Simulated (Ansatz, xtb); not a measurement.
# Relative energy of two structures of C3H4F4Si

Structure a is `C=C(F)[C@H](F)[SiH](F)F`, a singlet and structure b is a triplet given by its coordinates. Both are isolated molecules in the gas phase, relaxed with B3LYP-D3(BJ)/def2-SVP; the shapes shown needn't be the lowest conformers.

a (Å):

```xyz
12

C    -1.1461    0.2527    3.0150
C    -0.4750    0.9850    2.1326
C    -1.0524    1.9155    1.1093
F     0.8649    0.9416    2.0349
F    -2.4056    2.1247    1.3601
F     0.5706    0.8608   -1.0065
F    -1.4592    2.3444   -1.6808
Si   -0.9645    1.2052   -0.6494
H    -0.6185   -0.3997    3.7119
H    -2.2325    0.3220    3.0495
H    -0.5181    2.8827    1.1627
H    -1.8015    0.0009   -0.7999
```

b (Å):

```xyz
12

C    -0.8889    1.3307    1.9319
C    -2.1271    1.5124    1.1907
C    -2.9545    0.3500    0.7408
F    -0.9298    1.5057    3.2694
F    -2.9614   -1.6966   -1.2983
F    -2.3040    0.7030   -2.0206
F    -0.6681   -0.7095   -0.6027
Si   -2.2218   -0.3548   -0.8135
H     0.1152    1.4633    1.5134
H    -2.4445    2.5190    0.8818
H    -2.9671   -0.4571    1.4948
H    -3.9971    0.6398    0.5279
```

Close contacts (Å): C1–C2 1.45, C1–F4 1.35, C2–C3 1.50, C3–Si8 1.86, F5–Si8 1.61, F6–Si8 1.61, F7–Si8 1.61, C1–H9 1.10, C2–H10 1.10, C3–H11 1.10, C3–H12 1.10.

Which of the two would you expect CCSD(T)/def2-SVP + ΔMP2/def2-TZVPP electronic energies to favour?

Structure a; the calculation gives E(b) − E(a) = +5.7 kcal/mol.

The same difference at several levels:

```csv
level,geometry,E(b) − E(a) (kcal/mol),departure from the last row (kcal/mol),"job, with rough time for the two"
B3LYP-D3(BJ)/def2-SVP,B3LYP-D3(BJ)/def2-SVP,+8.2,+2.5,"optimisation, 91 s"
HF/def2-SVP,B3LYP-D3(BJ)/def2-SVP,−13.9,−19.7,part of the CCSD(T) run
MP2/def2-SVP,B3LYP-D3(BJ)/def2-SVP,+8.1,+2.4,part of the CCSD(T) run
CCSD(T)/def2-SVP,B3LYP-D3(BJ)/def2-SVP,+8.4,+2.7,single point
CCSD(T)/def2-SVP + ΔMP2/def2-TZVPP,B3LYP-D3(BJ)/def2-SVP,+5.7,,"single point, 2.4 min"
```

HF/def2-SVP puts the two in the other order. The largest departure from CCSD(T)/def2-SVP + ΔMP2/def2-TZVPP is that of HF/def2-SVP, 19.7 kcal/mol. At CCSD(T)/def2-SVP + ΔMP2/def2-TZVPP a singlet with the links of b lies below this triplet. Levels run at GFN2-xTB geometries aren't shown. The last row adds to CCSD(T) the change of the MP2 difference between the two basis sets, here −2.7 kcal/mol.

With thermal terms from frequencies at re-optimised GFN2-xTB minima (ideal gas, soft modes damped towards free rotors, one conformer each, 298.15 K, 1 atm): on the last row, ΔE + ΔZPE = +4.9, ΔH = +5.4, ΔG = +4.4 kcal/mol.

Open shells are spin-unrestricted. The correlated steps freeze 12 core orbitals. ΔG holds the spin degeneracy. Mirror images aren't counted in ΔG. Codes used: Ansatz 0.2.0, xtb 6.7.1; the last row on 4 threads of Arm Neoverse V2 on a shared host.
